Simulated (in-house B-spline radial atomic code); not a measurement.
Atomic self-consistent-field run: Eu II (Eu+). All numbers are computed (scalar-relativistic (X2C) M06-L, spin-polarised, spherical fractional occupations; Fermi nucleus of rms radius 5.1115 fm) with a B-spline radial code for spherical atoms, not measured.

Command:
```bash
python run_scf.py task.json out
```
Settings (nuclear radius in fm, mass in u):
```
Z                63
configuration    [Xe] 4f7 6s1
hamiltonian      x2c
method           m06l
spin_polarised   True
nucleus          fermi
rms_radius       5.1115
atomic_mass      152.92124
speed_of_light   137.035999084
```

Output (hartree, bohr):
```
 radial grid: 81 intervals, B-splines of order 8, outer radius 60 bohr

 iter        energy (Eh)    residual
    1      -10843.185492    2.48e-01
    2      -10843.217114    1.16e-02
    3      -10843.219297    5.67e-03
    4      -10843.219830    3.04e-03
    5      -10843.219373    4.39e-03
    6      -10843.220031    7.57e-04
    7      -10843.220036    3.26e-04
    8      -10843.220037    8.80e-05
    9      -10843.220037    1.33e-05
   10      -10843.220037    6.58e-06
   11      -10843.220037    9.81e-07
   12      -10843.220037    2.38e-07

 total energy                    -10843.22004
 kinetic                           11793.3654
 electron-nucleus                 -26606.4553
 Hartree                            4215.4771
 exchange-correlation               -245.6073

 orbital      occ     eigenvalue          <r>       <r^2>       <1/r>       r_max
 1s up      1.000     -1775.6332    0.0216134 0.000646188      75.166     0.01337
 1s down    1.000     -1775.6326    0.0216134 0.000646188      75.166     0.01337
 2s up      1.000      -292.6674    0.0943822    0.010584     17.3561     0.08035
 2s down    1.000      -292.6655    0.0943803   0.0105835     17.3564     0.08035
 2p up      3.000      -260.9650    0.0834903  0.00852618     15.3624     0.06477
 2p down    3.000      -260.9634    0.0834885   0.0085257     15.3626     0.06476
 3s up      1.000       -64.9835     0.248633   0.0708019     6.23559      0.2286
 3s down    1.000       -64.8732     0.248343   0.0706329     6.24454      0.2285
 3p up      3.000       -54.9955     0.247308   0.0710042     5.67264      0.2242
 3p down    3.000       -54.8846     0.246955   0.0707971     5.68128      0.2241
 3d up      5.000       -41.4719     0.226169   0.0601627     5.32482      0.1843
 3d down    5.000       -41.3850     0.225748   0.0599191     5.33272      0.1842
 4s up      1.000       -13.3248     0.566218    0.361666     2.55992      0.5285
 4s down    1.000       -13.0419     0.566165    0.361614     2.55868      0.5283
 4p up      3.000       -10.0123     0.598873    0.407674     2.31371      0.5517
 4p down    3.000        -9.7299     0.598977    0.407931     2.31228      0.5511
 4d up      5.000        -5.3424     0.654171     0.49622     2.02351       0.576
 4d down    5.000        -5.0601     0.655663    0.499253     2.01962      0.5751
 5s up      1.000        -1.9164       1.3806     2.14668    0.966612       1.232
 5s down    1.000        -1.7910      1.41449     2.25136    0.936472       1.258
 5p up      3.000        -1.1315      1.62254     2.99931    0.804991       1.394
 5p down    3.000        -1.0420      1.66606      3.1488    0.776694       1.432
 4f up      7.000        -0.3760     0.933617     1.17955     1.43593      0.5966
 6s up      1.000        -0.3192      3.78685     16.0204    0.331556        3.34

 Slater integrals (Eh)
   F0(4f up,4f up)               1.011921
   F2(4f up,4f up)               0.468528
   F4(4f up,4f up)               0.291682
   F6(4f up,4f up)               0.209223
   F0(4f up,6s up)               0.307368
   G3(4f up,6s up)               0.012521
   F0(6s up,6s up)               0.237642
```


States collapsed into the nucleus by a negative tau potential were left out of the aufbau.

One-electron X2C: radii and densities carry no picture-change correction, so inner-shell <1/r> comes out high (for 1s by about 2 % at Z = 33, 5 % at 54, 10 % at 75, 30 % at 118) and <r> low.
